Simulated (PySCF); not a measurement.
Method: PBE-D3(BJ)/def2-TZVP // ωB97X-D3(BJ)/def2-TZVP (PySCF 2.14.0). Gas-phase values, no solvent. One relaxed conformer stands for a flexible species; it need not be the lowest. Excitations are Tamm–Dancoff values on a coarser integration grid. The basis has no diffuse functions, so Rydberg states are missing or too high.

Reference species (SMILES): `O[Si](O)(O)S` (neutral, multiplicity 1).

- S1–T1 gap (TDA) = 0.32 eV
- T1 excitation (TDA) = 5.55 eV
- HOMO = -6.30 eV

Changed species: `S[Si](S)(S)S` (4 of 4 OH replaced by SH; the reference has 1 of 4 OH replaced by SH).

Task: Predict the effect on the S1–T1 gap (TDA), T1 excitation (TDA) and HOMO.

Result: the S1–T1 gap (TDA) decreases by 0.05 eV, to 0.27 eV; the T1 excitation (TDA) drops by 0.64 eV, to 4.91 eV; the HOMO falls by 0.08 eV, to -6.38 eV.
